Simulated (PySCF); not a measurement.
Te, triplet (core potentials on Te); LC-WPBE/def2-TZVP (PySCF).

The PySCF input:
```python
from pyscf import gto, scf, dft

mol = gto.M(
    atom='''
Te    0.000000    0.000000    0.000000
''',
    basis='def2-tzvp',
    ecp={'Te': 'def2-tzvp'},
    charge=0,
    spin=2,
    verbose=4,
)

mf = dft.UKS(mol)
mf.xc = 'lc_wpbe'
mf.kernel()
```

The log (banner, timings and long lists left out):

```
PySCF version 2.14.0

[INPUT] verbose = 4
[INPUT] num. atoms = 1
[INPUT] num. electrons = 24
[INPUT] charge = 0
[INPUT] spin (= nelec alpha-beta = 2S) = 2
[INPUT] symmetry False subgroup None
[INPUT] Mole.unit = angstrom
[INPUT] Symbol           X                Y                Z      unit          X                Y                Z       unit  Magmom
[INPUT]  1 Te     0.000000000000   0.000000000000   0.000000000000 AA    0.000000000000   0.000000000000   0.000000000000 Bohr   0.0

nuclear repulsion = 0
number of shells = 16
number of NR pGTOs = 92
number of NR cGTOs = 50
basis = def2-tzvp
ecp = {'Te': 'def2-tzvp'}

******** <class 'pyscf.dft.uks.UKS'> ********
method = UKS
initial guess = minao
damping factor = 0
level_shift factor = 0
DIIS = <class 'pyscf.scf.diis.CDIIS'>
diis_start_cycle = 1
diis_space = 8
diis_damp = 0
SCF conv_tol = 1e-09
SCF conv_tol_grad = None
SCF max_cycles = 50
direct_scf = True
direct_scf_tol = 1e-13
number electrons alpha = 13  beta = 11
XC library pyscf.dft.libxc version 7.1.2
    S. Lehtola, C. Steigemann, M. J. T. Oliveira, and M. A. L. Marques,  SoftwareX 7, 1–5 (2018)
XC functionals = lc_wpbe
    O. A. Vydrov and G. E. Scuseria,  J. Chem. Phys. 125, 234109 (2006)
radial grids:
    Treutler-Ahlrichs [JCP 102, 346 (1995); DOI:10.1063/1.469408] (M4) radial grids

becke partition: Becke, JCP 88, 2547 (1988); DOI:10.1063/1.454033
pruning grids: <function nwchem_prune>
grids dens level: 3
symmetrized grids: False
atomic radii adjust function: <function treutler_atomic_radii_adjust>
small_rho_cutoff = 0
Set gradient conv threshold to 3.16228e-05
tot grids = 21960
init E= -226.133215128098

cycle= 1 E= -267.148416581706  delta_E=  -41  |g|= 1.75  |ddm|= 19.1
cycle= 2 E= -267.7161817437  delta_E= -0.568  |g|= 1.25  |ddm|= 4.43
cycle= 3 E= -268.018946910571  delta_E= -0.303  |g|= 0.0404  |ddm|= 1.19
cycle= 4 E= -268.019579578377  delta_E= -0.000633  |g|= 0.00479  |ddm|= 0.0721
cycle= 5 E= -268.019604774853  delta_E= -2.52e-05  |g|= 0.000986  |ddm|= 0.0226
cycle= 6 E= -268.019606079582  delta_E= -1.3e-06  |g|= 0.000236  |ddm|= 0.00425
cycle= 7 E= -268.019606192085  delta_E= -1.13e-07  |g|= 4.09e-05  |ddm|= 0.00119
cycle= 8 E= -268.019606196511  delta_E= -4.43e-09  |g|= 5.35e-06  |ddm|= 0.000237
cycle= 9 E= -268.01960619657  delta_E= -5.88e-11  |g|= 7.22e-07  |ddm|= 2.74e-05
Extra cycle  E= -268.01960619657  delta_E= -2.84e-13  |g|= 2.54e-07  |ddm|= 2.61e-06
converged SCF energy = -268.01960619657  <S^2> = 2.0058496  2S+1 = 3.0038972
```
